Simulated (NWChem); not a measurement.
System: C4H3ClO; SMILES c1(ccco1)Cl

Input file for NWChem:

```
start job
memory heap 200 mb stack 900 mb global 1100 mb
geometry units angstroms noautoz
  Cl    -0.030562    -1.943977     0.000000
  C      0.092407    -0.249953     0.000000
  C      1.172985     0.581420     0.000000
  C      0.624473     1.902901     0.000000
  C     -0.728605     1.754247     0.000000
  O     -1.057237     0.441118     0.000000
  H      2.217555     0.282664     0.000000
  H      1.173209     2.842216     0.000000
  H     -1.560718     2.452560     0.000000
end
basis spherical
  * library def2-tzvpp
end
dft
  xc xpbe96 cpbe96
  iterations 150
  semidirect filesize 400000000
  mulliken
end
task dft energy
```

NWChem printed, in part:

```
             Northwest Computational Chemistry Package (NWChem) 7.3.0
             --------------------------------------------------------

 CS  symmetry detected

                             Geometry "geometry" -> ""
                             -------------------------

 Output coordinates in angstroms (scale by  1.889725989 to convert to a.u.)

  No.       Tag          Charge          X              Y              Z
 ---- ---------------- ---------- -------------- -------------- --------------
    1 Cl                  17.0000    -0.01174791    -1.94394709     0.00000000
    2 C                    6.0000     0.09783556    -0.24900457     0.00000000
    3 C                    6.0000     1.17181255     0.59087836     0.00000000
    4 C                    6.0000     0.61287882     1.90798524     0.00000000
    5 C                    6.0000    -0.73898269     1.74864744     0.00000000
    6 O                    8.0000    -1.05723158     0.43296343     0.00000000
    7 H                    1.0000     2.21870993     0.30038310     0.00000000
    8 H                    1.0000     1.15417773     2.85160559     0.00000000
    9 H                    1.0000    -1.57658595     2.44036551     0.00000000

 Effective nuclear repulsion energy (a.u.)     266.1200658202

      Symmetry information
      --------------------

 Group name             Cs
 Group number              2
 Group order               2
 No. of unique centers     9

  pbe96 is a nonlocal functional; adding pw91lda local functional.

                                 NWChem DFT Module
                                 -----------------

 Summary of "ao basis" -> "ao basis" (spherical)
 ------------------------------------------------------------------------------
       Tag                 Description            Shells   Functions and Types
 ---------------- ------------------------------  ------  ---------------------
 Cl                        def2-tzvpp               14       42   5s5p3d1f
 C                         def2-tzvpp               11       31   5s3p2d1f
 O                         def2-tzvpp               11       31   5s3p2d1f
 H                         def2-tzvpp                6       14   3s2p1d

      Symmetry analysis of basis
      --------------------------

        a'        163
        a"         76

            General Information
            -------------------
          SCF calculation type: DFT
          Wavefunction type:  closed shell.
          No. of atoms     :     9
          No. of electrons :    52
           Alpha electrons :    26
            Beta electrons :    26
          Charge           :     0
          Spin multiplicity:     1
          Use of symmetry is: on ; symmetry adaption is: on
          Maximum number of iterations: 150
          AO basis - number of functions:   239
                     number of shells:    87
          Convergence on energy requested:  1.00D-06
          Convergence on density requested:  1.00D-05
          Convergence on gradient requested:  5.00D-04

              XC Information
              --------------
          PerdewBurkeErnzerhof Exchange Functional  1.000
            Perdew 1991 LDA Correlation Functional  1.000 local
           PerdewBurkeErnz. Correlation Functional  1.000 non-local

             Grid Information
             ----------------
          Grid used for XC integration:  medium
          Radial quadrature: Mura-Knowles
          Angular quadrature: Lebedev.
          Tag              B.-S. Rad. Rad. Pts. Rad. Cut. Ang. Pts.
          ---              ---------- --------- --------- ---------
          Cl                  1.00       88          13.0       590
          C                   0.70       49          11.0       434
          O                   0.60       49          10.0       434
          H                   0.35       45          12.0       434
          Grid pruning is: on
          Number of quadrature shells:   468
          Spatial weights used:  Erf1

      Superposition of Atomic Density Guess
      -------------------------------------

 Sum of atomic energies:        -686.44673625

      Non-variational initial energy
      ------------------------------

 Total energy =    -689.992569
 1-e energy   =   -1470.463647
 2-e energy   =     514.351011
 HOMO         =      -0.216719
 LUMO         =       0.035040

      Symmetry analysis of molecular orbitals - initial
      -------------------------------------------------

  Numbering of irreducible representations:

     1 a'          2 a"

  Orbital symmetries:

     1 a'          2 a'          3 a'          4 a'          5 a'
     6 a'          7 a'          8 a'          9 a'         10 a"
    11 a'         12 a'         13 a'         14 a'         15 a'
    16 a'         17 a'         18 a"         19 a'         20 a'
    21 a'         22 a'         23 a"         24 a'         25 a"
    26 a"         27 a"         28 a'         29 a"         30 a'
    31 a'         32 a'         33 a'         34 a'         35 a'
    36 a'

------------------------------------------------------------
EAF file 0: "./job.aoints.0" size=847249408 bytes
------------------------------------------------------------
               write      read    awrite     aread      wait
               -----      ----    ------     -----      ----
     calls:     1616         0         0         0         0
   data(b): 8.47e+08  0.00e+00  0.00e+00  0.00e+00
   time(s): 0.00e+00  0.00e+00  0.00e+00  0.00e+00  0.00e+00
rate(mb/s): 0.00e+00  0.00e+00
------------------------------------------------------------

     ---------------------------------------------
      Total Density - Mulliken Population Analysis
     ---------------------------------------------

    Atom       Charge   Shell Charges
 -----------   ------   -------------------------------------------------------
    1 Cl  17    17.13   2.01  0.45  1.52  1.10  0.81  4.18  1.69  1.09  2.83  1.41  0.00  0.01  0.03  0.00
    2 C    6     5.48   0.86  1.12  0.52  0.56  0.08  0.96  1.01  0.18  0.03  0.14  0.02
    3 C    6     6.35   0.86  1.12  0.56  0.62  0.07  1.28  1.35  0.39  0.02  0.07  0.01
    4 C    6     6.30   0.86  1.12  0.57  0.61  0.09  1.25  1.32  0.37  0.02  0.08  0.01
    5 C    6     5.89   0.86  1.12  0.55  0.61  0.09  1.11  1.11  0.31  0.03  0.09  0.01
    6 O    8     8.35   0.79  1.18  0.58  0.94  0.24  1.87  2.07  0.63  0.00  0.04  0.00
    7 H    1     0.83   0.23  0.43  0.14  0.01  0.03  0.00
    8 H    1     0.84   0.23  0.43  0.14  0.01  0.02  0.00
    9 H    1     0.84   0.24  0.43  0.14  0.01  0.02  0.00

   convergence    iter        energy       DeltaE   RMS-Dens  Diis-err
 ---------------- ----- ----------------- --------- --------- ---------
 d= 0,ls=0.0,diis     1   -689.1603895756 -9.55D+02  4.69D-03  1.75D+00
 d= 0,ls=0.0,diis     2   -689.0409030771  1.19D-01  4.29D-03  2.04D+00
 d= 0,ls=0.0,diis     3   -689.1748456287 -1.34D-01  2.44D-03  7.15D-01
 d= 0,ls=0.0,diis     4   -689.2550213518 -8.02D-02  7.74D-04  1.05D-01
 d= 0,ls=0.0,diis     5   -689.2661526464 -1.11D-02  2.29D-04  1.01D-02
  Resetting Diis
 d= 0,ls=0.0,diis     6   -689.2668577687 -7.05D-04  1.16D-04  1.12D-03
 d= 0,ls=0.0,diis     7   -689.2669727656 -1.15D-04  1.26D-04  2.22D-04
 d= 0,ls=0.0,diis     8   -689.2667969685  1.76D-04  8.96D-05  1.60D-03
 d= 0,ls=0.0,diis     9   -689.2670011225 -2.04D-04  8.70D-06  7.48D-06
 d= 0,ls=0.0,diis    10   -689.2670015862 -4.64D-07  3.14D-06  1.87D-06

         Total DFT energy =     -689.267001586175
      One electron energy =    -1474.016113637609
           Coulomb energy =      577.847116430925
    Exchange-Corr. energy =      -59.218070199683
 Nuclear repulsion energy =      266.120065820193

 Numeric. integr. density =       52.000000701036

                  Occupations of the irreducible representations
                  ----------------------------------------------

                     irrep           alpha         beta
                     --------     --------     --------
                     a'               21.0         21.0
                     a"                5.0          5.0

                       DFT Final Molecular Orbital Analysis
                       ------------------------------------

 Vector   24  Occ=2.000000D+00  E=-2.927297D-01  Symmetry=a'
              MO Center=  1.9D-02, -1.6D+00, -1.9D-16, r^2= 2.2D+00
   Bfn.  Coefficient  Atom+Function         Bfn.  Coefficient  Atom+Function
  ----- ------------  ---------------      ----- ------------  ---------------
    15      0.524746  1 Cl px                18      0.337012  1 Cl px
    12      0.250221  1 Cl px                 6     -0.204172  1 Cl px
    80      0.104297  3 C  py                 9     -0.092712  1 Cl px
    83      0.073875  3 C  py               111     -0.070924  4 C  py
   173     -0.065513  6 O  py                47     -0.064500  2 C  s

 Vector   25  Occ=2.000000D+00  E=-2.627474D-01  Symmetry=a"
              MO Center=  3.6D-01,  1.1D+00, -2.7D-15, r^2= 2.2D+00
   Bfn.  Coefficient  Atom+Function         Bfn.  Coefficient  Atom+Function
  ----- ------------  ---------------      ----- ------------  ---------------
   112      0.260840  4 C  pz               174     -0.258370  6 O  pz
    81      0.242646  3 C  pz               115      0.221383  4 C  pz
   177     -0.215315  6 O  pz                84      0.205560  3 C  pz
   180     -0.156438  6 O  pz               118      0.130890  4 C  pz
    87      0.124610  3 C  pz               143      0.079621  5 C  pz

[...]
```

Level: PBE/def2-TZVPP. Structure relaxed at the PBE0/def2-SVP level.
